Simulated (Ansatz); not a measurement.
This geometry of ClGeH₃ (5 atoms, charge 0, multiplicity 1) is a first-order saddle point.

Level of theory: Ansatz 0.2.0, RKS PBE0/def2-SVP.

```xyz
5
Properties=species:S:1:pos:R:3
Ge 0.294 0.039 -0.468
H 0.559 0.089 1.243
H 1.578 -0.097 0.401
H -0.592 1.217 -0.033
Cl -0.878 -1.794 -0.464
```

**Question.** Which two structures does it join? (They come from a converged band through this point; their orientation in space is the band's.)

**Answer.** Bonds broken: Ge1–H2, Ge1–H3. Bonds formed: H2–H3. ClGeH3 becomes ClGeH + H2.

First end point:

```xyz
5
Properties=species:S:1:pos:R:3
Ge 0.267 0.018 0.189
H 0.239 -0.038 1.722
H 1.703 -0.038 -0.348
H -0.481 1.248 -0.340
Cl -0.768 -1.736 -0.543
```

Last end point:

```xyz
5
Properties=species:S:1:pos:R:3
Ge 0.158 0.096 -0.933
H 0.965 0.157 1.280
H 1.570 -0.088 0.862
H -0.724 1.023 0.032
Cl -1.009 -1.735 -0.560
```

**Question.** How far does it lie above each of them?

**Answer.** 57.0 kcal/mol above the first and 24.6 kcal/mol above the second. This is the barrier of this one path; another mechanism may lie lower. The orbitals stay closed-shell, which can raise the energy where a bond breaks towards radicals; this wasn't checked here.

Run time: 2.4 min on 1 thread of Arm Neoverse V1, with other jobs on the host, peak memory 0.12 GiB.
